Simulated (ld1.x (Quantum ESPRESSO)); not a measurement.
# Before and after: TM semilocal potential for bismuth (Bi)

Bi (Z = 83), norm-conserving Troullier–Martins (semilocal form), made with ld1.x (Quantum ESPRESSO) 7.5 (PBE, scalar-relativistic). Core [Xe] 4f14 5d10, reference 6s2 6p1.5 (charge +1.5). Waves: 6s (bound): rc 1.80 bohr; 6p (bound): rc 1.90 bohr. Local part: the p channel. Core correction: a·sin(br)/r model core, default radius (core density twice the valence density).

All-electron outer shells of the reference configuration (PBE, scalar-relativistic, ld1.x):

| shell | level (eV) | outermost node (bohr) | outermost maximum (bohr) |
| --- | --- | --- | --- |
| 6s | -26.31 | 0.98 | 1.86 |
| 6p | -15.22 | 1.14 | 2.32 |

Change: wave 6p (bound): rc 1.90 bohr becomes 6p (bound): rc 2.86 bohr.

Cutoffs: the cutoffs (Ry, on a coarse ladder) from which the occupation-weighted sum of valence levels, in a spherical-Bessel basis at the reference potential, stays within 10 and 1 mRy of its value at 400 Ry; they do not see the model core or the augmentation charge, which bear on the density cutoff. Errors are all-electron minus pseudo energies relative to the spin-unpolarised reference configuration.

Task: Predict the effect on cutoff, ghosts and configuration errors.

Result: The potential gets softer (30 Ry and 55 Ry → 25 Ry and 50 Ry); of the 7 tests that both files solve, the error grows in 2 and shrinks in 0 by more than 15 % and 0.3 meV (median size 11.5 → 12.2 meV); neither file shows a bound ghost. A larger radius leaves more room for a smooth pseudo-wave, so fewer plane waves are needed. A semilocal file is local in each channel, so a ghost entry of none says nothing of the separable form that plane-wave codes build from it.

```csv
quantity,base,changed
"cutoff, loose",30 Ry,25 Ry
"cutoff, tight",55 Ry,50 Ry
loose cutoff by channel (10 mRy a level),"s 21 Ry, p 25 Ry","s 21 Ry, p 8 Ry"
bound ghosts,none,none
"error for 6s2 6p3, meV [ΔE -14.57 eV]",-14,-15
"error for 6s2 6p2, meV [ΔE -6.65 eV]",-1.2,-1.6
"error for 6s2 6p1, meV [ΔE 8.59 eV]",-11,-12
"error for 6s2 6p2.5, meV [ΔE -11.47 eV]",-7.7,-8.7
"error for 6s1 6p3, meV [ΔE 4.16 eV]",-12,-12
"error for 6s2 6p0, meV [ΔE 31.94 eV]",-116,-125
"error for 6s1 6p4, meV [ΔE -4.48 eV]",-5.3,-6.4
```
